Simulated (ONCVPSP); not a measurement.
**Hg: excitation energies, all-electron against ONCV**

mercury, optimised norm-conserving Vanderbilt (ONCV), made with ONCVPSP 4.0.1 (LDA (Perdew-Wang 92), scalar-relativistic). Core [Kr] 4d10 4f14, reference 5s2 5p6 5d10 (charge +2). Waves: 5s: rc 1.50 bohr, ncon 4, nbas 8, qcut 10.6 1/bohr, 2 projectors, debl 2.2 Ha; 5p: rc 1.55 bohr, ncon 4, nbas 8, qcut 10.2 1/bohr, 2 projectors, debl 2.9 Ha; 5d: rc 1.25 bohr, ncon 4, nbas 8, qcut 7.1 1/bohr, 2 projectors, debl 2.4 Ha. Local part: polynomial inside 1.25 bohr (lpopt 5, dvloc0 3 Ha). Core correction: none.

In the s channel the program set the typed energies aside and used -5.067, 0.050 Ha. In the p channel the program set the typed energies aside and used -3.164, 0.250 Ha.

Energies are relative to the spin-unpolarised reference configuration 5s2 5p6 5d10; without spin polarisation the order of configurations can differ from experiment.

Problem. Give the all-electron excitation energy and the error of the potential for: 5s2 5p6 5d10 6s2; 5s2 5p6 5d10 6s1; 5s2 5p6 5d9; 5s2 5p6 5d10 6p2.

Solution.

```tsv
valence configuration	charge	ΔE all-electron (eV)	error AE − PS (meV)
5s2 5p6 5d10 6s2	0	-30.432	+12
5s2 5p6 5d10 6s1	+1	-19.391	+7.8
5s2 5p6 5d9	+3	35.817	-8.1
5s2 5p6 5d10 6p2	0	-17.631	+6.1
```
